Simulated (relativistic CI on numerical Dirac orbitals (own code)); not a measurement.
Radial parameters of I⁴¹⁺

Computed by Dirac-Coulomb-Breit CI, orbitals from a KLI potential per configuration, a model potential for QED, unscaled Slater integrals (own radial code, finite nucleus).

Slater integrals F^k, G^k are unscaled and averaged over j, outside the closed core [Ne]; ζ comes from projecting the Hamiltonian with its Breit term on Σ l·s of the shell.

- 3s.3p: G^1(3s,3p) = 461920, ζ(3p) = 416850 cm⁻¹; <r>(3s) = 0.2771, <r^2>(3s) = 0.08744, <r>(3p) = 0.2679, <r^2>(3p) = 0.08286 (bohr units).
- 3p2: F^2(3p,3p) = 367630, ζ(3p) = 416700 cm⁻¹; <r>(3p) = 0.2682, <r^2>(3p) = 0.08302 (bohr units).
- 3s.3d: G^2(3s,3d) = 284320, ζ(3d) = 55305 cm⁻¹; <r>(3s) = 0.2773, <r^2>(3s) = 0.08756, <r>(3d) = 0.2357, <r^2>(3d) = 0.06393 (bohr units).

Averages of the first 10 configurations, taken without configuration mixing, which lowers the lowest level and can move excited configurations by several eV; other configurations of the list can lie among them:

```csv
Configuration,Parity,States,Average energy above the lowest level (eV)
3s2,even,1,3.8
3s.3p,odd,12,145.8
3p2,even,15,303.6
3s.3d,even,20,317.1
3d2,even,45,638.9
3p.3d,odd,60,468.2
3p.4s,odd,12,1575.7
3d.4s,even,20,1738.3
3s.4s,even,4,1423.7
3s.4p,odd,12,1487.5
```
